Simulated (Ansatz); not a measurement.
```yaml
crystal:
  periodic: [false, false, false]
  atoms:
    - {symbol: Al, position_ang: [0.098451, 2.364610, -0.214023]}
    - {symbol: O, position_ang: [0.430159, 0.821743, -1.012859]}
    - {symbol: P, position_ang: [0.620908, 0.018993, 0.396419]}
    - {symbol: Si, position_ang: [-0.539170, -1.902627, 0.153059]}
    - {symbol: H, position_ang: [-1.418518, 2.748344, -0.000870]}
    - {symbol: H, position_ang: [1.321772, 3.342187, -0.008116]}
    - {symbol: H, position_ang: [1.931875, -0.527833, 0.327774]}
    - {symbol: H, position_ang: [-0.171718, -2.583009, -1.114941]}
    - {symbol: D, position_ang: [-0.205473, -2.761052, 1.319918]}
    - {symbol: H, position_ang: [-1.985085, -1.572456, 0.156641]}
basis:
  gaussian: {orbitals: def2-mTZVPP, point_charges: [{charge: -1.00, position_ang: [5.569, -0.074, -0.246]}]}
hamiltonian: {xc: {name: SPW92}}
accuracy: high
scf: {lower_state_search: full}
output: {forces: true}
```

```sh
$ ansatz run in.yaml --threads 2 --pin off --events-out ev --progress --plain --max-ram 4352MiB
```

Shortened log:

```
Error: YAML parse error: error: line 12 column 16: `D` is not an element symbol (H … Og, case-exact)
10 |     - {symbol: H, position_ang: [1.931875, -0.527833, 0.327774]}
11 |     - {symbol: H, position_ang: [-0.171718, -2.583009, -1.114941]}
12 |     - {symbol: D, position_ang: [-0.205473, -2.761052, 1.319918]}
13 |     - {symbol: H, position_ang: [-1.985085, -1.572456, 0.156641]}
14 | basis:
```

Q: Something in this input is off. What?

A: An element symbol is wrong. The program refused the input.
